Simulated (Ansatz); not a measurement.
Correlation energies of `[BH2][AlH][SbH2]` by basis set

```xyz
8

B     1.770    0.055    0.556
Al    0.152    0.624   -0.660
Sb   -2.310    0.189    0.254
H     2.187    0.746    1.444
H     2.293   -1.021    0.463
H     0.269    1.342   -2.077
H    -2.585   -0.775   -1.133
H    -1.776   -1.162    1.154
```

Charge 0, multiplicity 1. Correlated methods include outer-core shells of Sb, which these sets cover unevenly. Sb takes the def2 core potential. The geometry is a stationary point of PBE0-D4/def2-TZVP. Frozen core, restricted reference, Ansatz.

```tsv
basis	HF (Eh)	MP2 corr.
def2-SVP	-508.61839	-0.26503
def2-TZVPP	-508.74015	-0.53342
def2-QZVPP	-508.74991	-0.78497
```

Q: Estimate the CCSD correlation energy and the (T) correction in each basis where they were run (hartree).

A: 
```csv
basis,CCSD corr.,(T)
def2-SVP,-0.31795,-0.00877
def2-TZVPP,-0.56765,-0.01732
```
